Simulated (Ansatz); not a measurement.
Consider the isomerisation: `N[SiH](O)CBr` → `OCN[SiH2]Br`.

Isolated molecules relaxed with PBE0-D4/def2-TZVP in Ansatz; ΔE leaves out vibrations. CCSD(T)/CBS adds triple-zeta CCSD(T) − MP2 to the extrapolated MP2 energy (def2 sets, frozen cores). DFT in def2-TZVPP. For Br outer-core shells are correlated without core-valence functions, which leaves a few kJ/mol of doubt a bond. Scalar relativity is left out up to krypton. Each species was taken in one conformer, which may not be the lowest.

`N[SiH](O)CBr`:

```xyz
11

N     1.509   -0.593    0.489
Si    0.361    0.397   -0.274
O     0.172    0.025   -1.867
C    -1.259    0.194    0.653
Br   -1.755   -1.688    0.765
H     1.251   -1.535    0.741
H     2.484   -0.533    0.244
H     0.783    1.821   -0.163
H    -0.271    0.661   -2.430
H    -2.092    0.698    0.164
H    -1.185    0.553    1.680
```

`OCN[SiH2]Br`:

Z-matrix (Å, degrees):
```
C
N 1 1.440
O 1 1.405 2 113.6
H 1 1.093 2 110.7 3 117.7
H 1 1.097 2 108.6 3 -124.1
Si 2 1.706 1 124.6 3 -88.9
H 2 1.007 1 114.9 3 105.9
H 3 0.961 1 108.1 2 -54.5
Br 6 2.239 2 113.3 1 -76.3
H 6 1.477 2 109.9 1 41.2
H 6 1.479 2 108.2 1 165.9
```

(1) Is it downhill or uphill in electronic energy at CCSD(T)/CBS, and by how much? (An estimate is asked.)

(2) What do these levels give: PBE0-D4, ωB97X-V, B2PLYP, HF/def2-TZVPP, CCSD/def2-TZVPP, SCS-MP2/def2-QZVPP? (An estimate is asked.)

Largest T1 diagnostic among the species: 0.009.

## Answers

(1) Ansatz gave: Uphill: ΔE = +21.5 kcal/mol.

(2) The calculation gave: PBE0-D4 18.5, ωB97X-V 19.0, B2PLYP 20.6, HF/def2-TZVPP 17.9, CCSD/def2-TZVPP 21.0, SCS-MP2/def2-QZVPP 21.7 kcal/mol.

The D4 term adds +0.9 kcal/mol with B3LYP and +0.4 kcal/mol with PBE0; it sums over pairs of atoms, weighted by their polarisabilities, and B3LYP, whose exchange is more repulsive, gets the larger term. In def2-TZVPP, CCSD(T) changes the Hartree–Fock value by +3.3 kcal/mol (the triples alone add +0.2 kcal/mol) and MP2 by +4.5 kcal/mol.

B3LYP here is the variant with VWN-RPA as its local correlation; programs differ in this.
